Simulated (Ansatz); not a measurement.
`C[B](F)[SbH][Cl]` + propene → `[Cl][SbH2]` + `C=CCB(C)F`  (formal exchange of groups at the Sb–B bond)

Program: Ansatz. Geometries: PBE0-D4/def2-TZVP. ΔE: electronic, gas phase. CCSD(T)/CBS is the MP2 limit (def2-TZVPP, def2-QZVPP) plus CCSD(T) − MP2 in def2-TZVPP, frozen cores. Functionals use def2-TZVPP. HSE06 is defined as in plane-wave codes. def2 core potentials past Kr. For Sb outer-core shells are correlated without core-valence functions, which leaves a few kJ/mol of doubt a bond. One conformer a species, not always the lowest.

`C[B](F)[SbH][Cl]`:

Z-matrix (Å, degrees):
```
C
B 1 1.548
H 1 1.095 2 110.1
H 1 1.096 2 109.6 3 -114.7
H 1 1.092 2 113.0 3 123.2
F 2 1.327 1 121.3 3 -126.4
Sb 2 2.287 1 124.5 3 55.3
Cl 7 2.370 2 94.8 1 -11.5
H 7 1.714 2 88.4 1 -105.9
```

`C=CC`:

Cartesian coordinates in Å:
```
C -0.794 0.342 -1.083
C -0.123 0.528 0.045
C 0.645 -0.524 0.769
H -0.826 -0.629 -1.569
H -1.334 1.150 -1.562
H -0.121 1.519 0.495
H 1.699 -0.244 0.865
H 0.264 -0.658 1.786
H 0.590 -1.484 0.253
```

`[Cl][SbH2]`:

```xyz
4

Cl    1.761   -0.578   -0.533
Sb   -0.245    0.649   -0.390
H    -0.267    0.667    1.322
H    -1.249   -0.738   -0.399
```

`C=CCB(C)F`:

```xyz
14

C    -2.177    0.445   -0.341
C    -1.391   -0.575   -0.021
C    -0.050   -0.856   -0.626
B     1.025   -0.460    0.457
C     1.841    0.868    0.445
F     1.212   -1.322    1.461
H    -3.124    0.607    0.160
H    -1.906    1.148   -1.124
H    -1.705   -1.251    0.772
H     0.077   -0.280   -1.545
H     0.036   -1.923   -0.862
H     2.621    0.794   -0.323
H     1.214    1.715    0.152
H     2.328    1.089    1.396
```

```json
{"level": "r2SCAN0-D4", "ΔE (kJ/mol)": "-2.5"}
{"level": "HSE06-D4", "ΔE (kJ/mol)": "0.8"}
{"level": "B2PLYP", "ΔE (kJ/mol)": "-1.1"}
{"level": "PBE0", "ΔE (kJ/mol)": "-0.3"}
{"level": "r2SCAN0", "ΔE (kJ/mol)": "-2.5"}
{"level": "CAM-B3LYP", "ΔE (kJ/mol)": "-5.6"}
{"level": "LC-ωPBE", "ΔE (kJ/mol)": "-3.8"}
{"level": "HF/def2-SVP", "ΔE (kJ/mol)": "-10.8"}
```

Problem. What does CCSD(T)/CBS give? (Estimate.)

Solution. Computed: +2.7 kJ/mol. The listed levels differ from it by -5.2, -1.9, -3.8, -3.0, -5.2, -8.3, -6.5, -13.5 kJ/mol.

Largest T1 diagnostic among the species: 0.013.

From BLYP to BHLYP (50 % exact exchange), in def2-TZVPP and without D4, ΔE moves by −6.2 kJ/mol. At CCSD(T), def2-SVP lies −11.1 kJ/mol from the extrapolated value and def2-TZVPP −4.8 kJ/mol. Leaving LDA and LC-ωPBE aside and taking each functional with its dispersion term where it has one, the values, not all of them listed here, spread over 14.5 kJ/mol, from B97M-V to PBE-D4. LDA lies −4.9 kJ/mol from PBE without D4.
